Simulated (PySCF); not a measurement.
# Dipole moment and polarisability of `CC(C)=CCCN`

Compound: C6H13N.
Structure used (GFN2-xTB), in Å, numbered top down from 1:
```
atom  x, y, z in Å
C1    -2.467    0.903   -1.081
C2    -1.377    0.255   -0.276
C3    -1.762   -1.073    0.306
C4    -0.201    0.848   -0.113
C5     0.987    0.335    0.640
C6     2.040   -0.230   -0.320
N7     3.155   -0.779    0.435
H8    -2.156    1.874   -1.456
H9    -2.735    0.272   -1.929
H10   -3.361    1.033   -0.472
H11   -2.531   -0.935    1.067
H12   -0.918   -1.586    0.754
H13   -2.180   -1.710   -0.472
H14   -0.039    1.804   -0.596
H15    1.435    1.157    1.206
H16    0.714   -0.445    1.349
H17    1.596   -1.047   -0.896
H18    2.339    0.558   -1.033
H19    3.611   -0.044    0.967
H20    3.845   -1.179   -0.191
```

Level: PBE0/def2-SVPD (PySCF), static field, nuclei fixed, core orbitals frozen in the response. The polarisability tensor in these axes (au):

```
x   106.64   2.20   7.00
y     2.20  76.64  -3.65
z     7.00  -3.65  71.98
```

Problem. Give the principal values, the mean and the anisotropy Δα = √{½[(α1 − α2)² + (α2 − α3)² + (α1 − α3)²]}.

Solution. Principal values 68.62, 78.58 and 108.07 au; mean 85.09 au = 12.61 Å³ = 14.03 × 10⁻⁴⁰ C²·m²/J; Δα = 35.54 au (42 % of the mean).

Problem. What is the dipole moment, and where does it point?

Solution. (0.30, 0.60, -0.72) D, 0.98 D in size, pointing from the negative to the positive side. Measured along this direction, the outermost atoms are H11 at the negative end and H18 at the positive end.

Problem. Sum over states: ᾱ = Σ f/ω², ω in Eh. What share falls to these 6 lowest TDDFT singlets (eV, f)? 6.20, 0.0011; 6.35, 0.0059; 6.61, 0.0563; 6.81, 0.0900; 7.01, 0.0216; 7.06, 0.1902.

Solution. They add up to 5.67 au, 6.7 % of the 85.09 au; the largest single term is 2.83 au, from the state at 7.06 eV. Terms in order: 0.02, 0.11, 0.95, 1.44, 0.33, 2.83 au. Higher excitations give the rest. The strengths listed sum to 0.365.

Problem. What are the principal values of the traceless quadrupole moment, Θ = ½Σq(3rr − r²1), about the centre of nuclear charge?

Solution. -7.62, -0.61, 8.22 D·Å. The values depend on the origin, since the dipole doesn't vanish. The electronic extent ⟨r²⟩ about the same centre is 1199 bohr², a root-mean-square distance of 2.45 Å for the 56 electrons.

Problem. Directions of the eigenvectors, and the extent of the frame along each?

Solution. Largest value along (0.98, 0.05, 0.19), where the nuclei span 7.06 Å; middle along (0.04, 0.89, -0.45), 4.03 Å; least along (-0.19, 0.45, 0.87), 2.86 Å. The response follows the extents in order.

Problem. Orientational against electronic polarisability at 273 K (dilute gas, rigid molecules)?

Solution. In Gaussian units μ²/3kT = 8.58 Å³ against 12.61 Å³, a ratio of 0.68; the Debye molar polarisation (4π/3)N_A(α + μ²/3kT) is 53.4 cm³/mol, leaving out the vibrational part.

One conformer (not necessarily the lowest) at the GFN2-xTB geometry, without solvent, vibrations or thermal averaging.
